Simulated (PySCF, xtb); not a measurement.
methyl prop-2-enoate (C4H6O2), SMILES C=CC(=O)OC. One conformer was computed; it need not be the lowest.

Harmonic wavenumbers (cm⁻¹) from GFN2-xTB (xtb) at its own minimum, in rising order: 56, 81, 195, 196, 301, 456, 479, 649, 771, 872, 916, 1018, 1026, 1048, 1124, 1146, 1160, 1269, 1377, 1389, 1442, 1464, 1675, 1751, 2974, 2986, 3045, 3095, 3101, 3137.

Problem. What does B3LYP-D3(BJ)/def2-SVP (PySCF) give at its own minimum? (Estimate from the structure and the level; the computed values follow.)

Solution. 98, 129, 203, 222, 341, 477, 532, 676, 828, 879, 1000, 1024, 1053, 1071, 1172, 1200, 1240, 1324, 1414, 1456, 1461, 1477, 1709, 1826, 3041, 3125, 3146, 3167, 3194, 3252. Paired by order, the mean absolute difference is 51 cm⁻¹ and the zero-point energies are 57.5 and 59.7 kcal/mol.
